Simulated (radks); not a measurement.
Results of a calculation; reference values are marked as such.
As XXVII, 7 electrons, occupied as [He] 2s2 2p3 (the NIST ground configuration). Level of theory: Dirac Kohn-Sham, PBE, spin-unpolarised, spherical densities, point nucleus; open shells are shared between the two j in proportion to 2j + 1 (a radial shooting solver on a logarithmic mesh with Libxc functionals).

Normalised radial functions P(r) = r R(r) (large component), r in bohr:

```
   r/bohr * 1s1/2, o 2p1/2 (the largest magnitude, 4.19, reaches the edge; | marks zero, & curves that meet)
 0.002031 o         *
 0.002461 o           *
 0.002982 o             *
 0.003613 o                *
 0.004378 o                   *
 0.005305 |o                     *
 0.006428 |o                         *
 0.007788 |o                             *
 0.009437 |o                                 *
  0.01143 | o                                     *
  0.01385 |  o                                        *
  0.01679 |   o                                           *
  0.02034 |    o                                              *
  0.02465 |     o                                               *
  0.02986 |        o                                             *
  0.03648 |          o                                          *
   0.0442 |              o                                  *
  0.05355 |                 o                          *
  0.06489 |                     o              *
  0.07862 |                         o  *
  0.09526 |                   *        o
   0.1154 |            *                 o
   0.1399 |      *                       o
   0.1695 |  *                         o
   0.2053 |*                       o
   0.2488 *                  o
   0.3015 *            o
   0.3653 *      o
   0.4426 *  o
   0.5363 *o
   0.6498 &
```

1s1/2: eigenvalue -13314.0 eV, 0 radial nodes, <r> = 0.0454 bohr, 90 % of the charge inside 0.0810 bohr. 2p1/2: eigenvalue -2737.0 eV, 0 radial nodes, <r> = 0.164 bohr, 90 % of the charge inside 0.265 bohr.
